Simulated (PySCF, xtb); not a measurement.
C4H9FSi, SMILES CC[SiH2]/C=C\F. The values are those of a single conformer.

Harmonic wavenumbers (cm⁻¹) from GFN2-xTB run with xtb at its own minimum, in rising order: 19, 63, 89, 166, 223, 281, 312, 469, 561, 581, 695, 735, 736, 752, 762, 779, 883, 979, 1008, 1022, 1081, 1189, 1243, 1291, 1294, 1422, 1483, 1513, 1515, 1680, 2220, 2231, 2960, 2975, 3011, 3030, 3037, 3038, 3087.

**Question.** What does PBE-D3(BJ)/def2-SVP (PySCF 2.14.0) give at its own minimum? (Estimate from the structure and the level; the computed values follow.)

**Answer.** 16, 74, 87, 171, 209, 276, 327, 478, 576, 668, 668, 730, 735, 753, 819, 909, 917, 952, 955, 1001, 1028, 1194, 1206, 1208, 1316, 1346, 1382, 1425, 1428, 1648, 2144, 2145, 2964, 2965, 3015, 3047, 3052, 3093, 3118. Paired by order, the mean absolute difference is 36 cm⁻¹ and the zero-point energies are 72.1 and 71.5 kcal/mol.
